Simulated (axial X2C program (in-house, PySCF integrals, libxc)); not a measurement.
**Worked dissociation energy of RbSi: HF, spin-free**

All values were computed with an axial X2C code built on PySCF integrals. Spin-free means the one-electron spin-free X2C Hamiltonian. Basis: Rb dyall-cv3z [12s13p8d4f1g], Si dyall-v3z [8s7p2d1f] (cores contracted in-house); Gaussian nuclei, density fitting, unrestricted open shells. Masses: Rb 84.912 u, Si 27.977 u.

Molecular state: M_S = 3/2, Λ = 0 (beyond evenly filled blocks: σα, π+α, π-α).

* E(Rb) (2M_S = 1, M_L = 0): -2979.152277 hartree
* E(Si) (2M_S = 2, M_L = 0): -289.463146 hartree
* E(RbSi) at Re: -3268.657277 hartree
* ωe: 167.8 cm⁻¹
* ωexe: 0.584 cm⁻¹

(1) Work out De and D0.

One determinant describes the state; a PBE0 search over occupations chose it and may have missed a lower one. De is counted from the lowest determinant-based energies of the atoms at the same level, without counterpoise correction. Other states lie close and PBE0, whose exact exchange favours high spin, may order them wrongly; the determinant shown need not be the ground state. The nearest other spin-free determinant of the search, M_S = 1/2, Λ = 0, lies 0.45 eV up at the distance of the search.

Hartree–Fock lacks correlation and underbinds, often by eV.

Each atomic determinant is the lowest at this level and need not be a pure term. Totals compare only within one Hamiltonian and basis.

Results:

(1) De = -2979.152277 + (-289.463146) − (-3268.657277) = 0.04185 hartree = 1.139 eV. The zero-point energy is ωe/2 − ωexe/4 = 84 cm⁻¹ = 0.010 eV, so D0 = 1.129 eV.
